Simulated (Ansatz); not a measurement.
`[AlH2][BH]Cl` + `[CH3][GaH][CH3]` → `[CH3][Ga]([CH3])[BH]Cl` + `[AlH3]`  (formal exchange of groups at a B–Al bond)

Gas-phase electronic energies from Ansatz, PBE0-D4/def2-TZVP geometries. CBS: MP2 limit from def2 TZ/QZ plus the TZ coupled-cluster correction, frozen cores. This one scheme is used for every species. Functionals use def2-TZVPP. For Ga outer-core shells are correlated without core-valence functions, which leaves a few kJ/mol of doubt a bond. Scalar relativity is left out up to krypton. One conformer a species, not always the lowest.

`[AlH2][BH]Cl`:

Cartesian coordinates in Å:
```
Al -0.989 0.204 0.324
B 1.066 -0.117 -0.129
Cl 1.444 -0.860 -1.674
H -1.709 1.559 -0.098
H -1.843 -0.926 1.047
H 2.031 0.140 0.531
```

`[CH3][GaH][CH3]`:

```xyz
10

C     0.447    1.495   -0.733
Ga    0.191    0.172    0.705
C    -0.565   -1.602    0.294
H     1.398    1.294   -1.237
H     0.486    2.519   -0.356
H    -0.338    1.422   -1.489
H     0.590    0.533    2.190
H    -1.658   -1.530    0.286
H    -0.291   -2.354    1.036
H    -0.260   -1.948   -0.696
```

`[CH3][Ga]([CH3])[BH]Cl`:

```xyz
12

C    -0.797    0.033   -1.732
Ga    0.082    0.110    0.039
C     0.549   -1.603    0.910
B     0.466    1.951    0.960
Cl   -0.762    2.656    1.997
H    -1.855    0.290   -1.617
H    -0.369    0.756   -2.429
H    -0.738   -0.964   -2.173
H     0.682   -1.515    1.989
H    -0.209   -2.362    0.704
H     1.492   -1.967    0.486
H     1.458    2.615    0.867
```

`[AlH3]`:

Z-matrix (Å, degrees):
```
Al
H 1 1.586
H 1 1.586 2 120.0
H 1 1.586 2 120.0 3 -179.9
```

| species | r2SCAN-D4 energy (Eh) |
| --- | --- |
| `[AlH2][BH]Cl` | -729.21660 |
| `[CH3][GaH][CH3]` | -2005.23918 |
| `[CH3][Ga]([CH3])[BH]Cl` | -2490.29228 |
| `[AlH3]` | -244.16815 |

(1) Work out ΔE.

Largest T1 diagnostic among the species: 0.013.

## Answers

(1) ΔE = (-2490.29228) + (-244.16815) − (-729.21660) − (-2005.23918) = -0.00465 Eh = -0.13 eV. CCSD(T)/CBS gives -0.15 eV.

At CCSD(T), def2-SVP lies +0.04 eV from the extrapolated value and def2-TZVPP −0.00 eV. In def2-TZVPP, CCSD(T) changes the Hartree–Fock value by −0.08 eV (the triples alone add −0.01 eV) and MP2 by −0.12 eV. The D4 term adds −0.04 eV with B3LYP and −0.03 eV with PBE0; it sums over pairs of atoms, weighted by their polarisabilities, and B3LYP, whose exchange is more repulsive, gets the larger term.

B3LYP here is the variant with VWN-RPA as its local correlation; programs differ in this.
